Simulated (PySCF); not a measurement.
Molecule: `CO[Si](C)(C)C`, C4H12OSi.

Bonds (- single, = double, # triple, : aromatic): C1-O2, O2-Si3, Si3-C4, Si3-C5, Si3-C6. C1 carries H7, H8, H9; C4 carries H10, H11, H12; C5 carries H13, H14, H15; C6 carries H16, H17, H18.

Geometry PBE0-D3(BJ)/def2-SVP throughout; GIAO in PySCF, gas phase, one conformer, non-relativistic; equivalent atoms averaged; functional PBE0.

(1) How do the absolute shieldings σ depend on the basis set? (ppm; last column core-seconds on shared hosts with different chips, so compare them loosely)

(2) Which nucleus moves most, in ppm?

(3) Taking the largest basis, def2-TZVP (264 functions), as the yardstick, rank the others by their worst heavy-atom deviation.

Answers

(1) 
```tsv
basis set	functions	C1	C4/C5/C6	O2	Si3	H7/H8/H9	H10/H11/H12/H13/H14/H15/H16/H17/H18	core-s
STO-3G	46	188.5	236.6	432.2	504.1	31.11	32.53	3.5
6-31G	82	150.9	200.4	333.5	410.3	28.99	32.52	6.9
pcSseg-0	82	139.9	194.9	345.7	319.9	29.08	32.80	5.8
6-31G*	112	145.2	194.9	319.3	395.7	28.46	31.95	8.6
def2-SVP	148	145.9	195.3	322.9	392.7	28.02	31.32	11
cc-pVDZ	148	148.2	198.0	323.8	400.4	27.87	31.27	14
pcSseg-1	169	133.4	186.0	315.6	329.6	27.77	31.22	19
6-311+G(2d,p)	242	136.7	188.1	308.6	321.9	28.03	31.45	24
aug-cc-pVDZ	250	146.7	196.8	321.7	390.6	27.85	31.29	32
def2-TZVP	264	136.1	188.3	307.5	310.6	28.03	31.42	28
```

(2) Si3 (silicon bonded to 3 C, O): from 310.6 ppm with def2-TZVP to 504.1 ppm with STO-3G. The smallest spread is 1.58 ppm, at H10/H11/H12/H13/H14/H15/H16/H17/H18. Proton shifts span only some 12 ppm, so a few tenths of a ppm matter as much there as several ppm in carbon.

(3) 6-311+G(2d,p) 11.3 ppm (242 functions), pcSseg-1 19.0 ppm (169 functions), pcSseg-0 38.2 ppm (82 functions), aug-cc-pVDZ 79.9 ppm (250 functions), def2-SVP 82.1 ppm (148 functions), 6-31G* 85.0 ppm (112 functions), cc-pVDZ 89.8 ppm (148 functions), 6-31G 99.7 ppm (82 functions), STO-3G 193.5 ppm (46 functions).

A small basis that lands close on one nucleus may do so by chance; judge by the trend and by all nuclei.
